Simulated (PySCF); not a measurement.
SMILES N#Cc1ccc[c]([GeH3])c1 (C7H7GeN), GFN2-xTB optimised geometry.

```
16

N     -2.67    -2.78     0.00
C     -2.10    -1.78     0.00
C     -1.40    -0.55     0.00
C     -2.10     0.65     0.00
C     -1.40     1.84     0.00
C     -0.02     1.84     0.00
C      0.70     0.64     0.00
Ge     2.65     0.66     0.01
C      0.00    -0.55     0.00
H     -3.18     0.64     0.00
H     -1.94     2.78     0.00
H      0.53     2.77     0.00
H      3.17     1.46    -1.14
H      3.18    -0.73    -0.09
H      3.17     1.29     1.26
H      0.53    -1.50     0.00
```

Density from PBE0/def2-TZVP (PySCF) at that geometry.

Minimum of the electron density along straight lines between bonded atoms, close to the bond critical point (lines longer than 1.1 times the sum of covalent radii, or with two minima, are not listed):

```
bond     length / Å  ρ at the minimum / e bohr⁻³  ∇²ρ there / e bohr⁻⁵  position (fraction from the first atom)
-------  ----------  ---------------------------  --------------------  ---------------------------------------
N1–C2         1.146                        0.500                 -0.04                                     0.66
C2–C3         1.415                        0.295                 -0.89                                     0.54
C3–C4         1.395                        0.315                 -0.93                                     0.51
C4–C5         1.382                        0.323                 -0.97                                     0.50
C5–C6         1.384                        0.322                 -0.96                                     0.50
C6–C7         1.392                        0.317                 -0.93                                     0.50
C7–Ge8        1.955                        0.128                  0.12                                     0.53
C3–C9         1.394                        0.315                 -0.93                                     0.51
C7–C9         1.385                        0.320                 -0.94                                     0.50
C4–H10        1.080                        0.289                 -1.05                                     0.65
C5–H11        1.080                        0.288                 -1.04                                     0.65
C6–H12        1.082                        0.288                 -1.03                                     0.65
Ge8–H13       1.494                        0.143                  0.09                                     0.60
Ge8–H14       1.492                        0.144                  0.09                                     0.60
Ge8–H15       1.494                        0.143                  0.09                                     0.60
C9–H16        1.082                        0.289                 -1.04                                     0.65
```
